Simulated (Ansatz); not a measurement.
Geometry optimisation, Ansatz, UKS PBE/def2-SVP.

Input:

```yaml
crystal:
  periodic: [false, false, false]
  atoms:
    - { symbol: Zr, position_ang: [-0.714512, 0.440692, 0.43334] }
    - { symbol: C, position_ang: [2.037532, -1.385172, -1.457788] }
    - { symbol: O, position_ang: [0.110574, 1.299053, -0.879037] }
    - { symbol: H, position_ang: [1.468378, -0.453815, -1.391328] }
    - { symbol: "N", position_ang: [-0.148297, 1.216655, 2.263908] }
    - { symbol: "N", position_ang: [-2.736191, 0.270756, 0.033895] }
    - { symbol: H, position_ang: [3.082088, -1.141958, -1.728972] }
    - { symbol: H, position_ang: [2.047845, -1.923748, -0.48824] }
    - { symbol: H, position_ang: [1.602532, -2.04286, -2.233418] }
    - { symbol: H, position_ang: [-0.609517, 1.103721, 3.176412] }
    - { symbol: H, position_ang: [0.547719, 1.961814, 2.391813] }
    - { symbol: H, position_ang: [-3.199868, 0.595753, -0.824123] }
    - { symbol: H, position_ang: [-3.488184, 0.059108, 0.703639] }
magnetization:
  spin_polarized: true
basis:
  gaussian: { orbitals: def2-SVP }
hamiltonian:
  xc: pbe
relax:
  f_tol: 0.03
  max_steps: 50
```

Run as:

```bash
$ ansatz run input.yaml --threads 4 --pin off --max-ram 5120MiB --backend cpu --events-out ev --progress --plain --runs-dir out
```

**Question.** Where does it end, and by what steps?

**Answer.** It converged. After 20 steps the energy has fallen by 0.310 eV; H9 moved furthest, 1.26 Å. Joined: Zr1–C2 (3.81 → 2.71 Å), Zr1–H4 (2.98 → 2.37 Å), Zr1–H8 (3.75 → 2.46 Å).

| step | energy less start (eV) | largest force component (eV/Å) | accepted |
| --- | --- | --- | --- |
| 0 | 0.0000 | 0.531 | yes |
| 1 | -0.0174 | 0.536 | yes |
| 2 | -0.0478 | 0.475 | yes |
| 3 | -0.0981 | 0.465 | yes |
| 4 | -0.1585 | 0.194 | yes |
| 5 | -0.2079 | 0.316 | yes |
| 6 | -0.2474 | 0.458 | yes |
| 7 | -0.2721 | 0.384 | yes |
| 8 | -0.2938 | 0.259 | yes |
| 9 | -0.3018 | 0.130 | yes |
| 10 | -0.3042 | 0.047 | yes |
| 11 | -0.3047 | 0.039 | yes |
| 12 | -0.3053 | 0.056 | yes |
| 13 | -0.3059 | 0.121 | yes |
| 14 | -0.3067 | 0.101 | yes |
| 15 | -0.3075 | 0.158 | yes |
| 16 | -0.3076 | 0.174 | yes |
| 17 | -0.2900 | 0.097 | no |
| 18 | -0.3093 | 0.073 | yes |
| 19 | -0.3096 | 0.030 | yes |
| 20 | -0.3100 | 0.013 | yes |

```xyz
13
Properties=species:S:1:pos:R:3
Zr -0.351 0.660 0.043
C 1.427 -1.095 -1.008
O 0.034 2.057 -0.990
H 1.238 -0.123 -1.528
N 0.263 0.963 2.006
N -2.262 -0.059 -0.341
H 2.457 -1.376 -1.294
H 1.440 -1.018 0.106
H 0.720 -1.875 -1.345
H -0.019 0.442 2.847
H 0.770 1.795 2.335
H -2.884 0.316 -1.069
H -2.833 -0.688 0.238
```

The run took 96 s on 4 threads of Arm Neoverse N1, with other jobs on the host, peak memory 0.23 GiB.
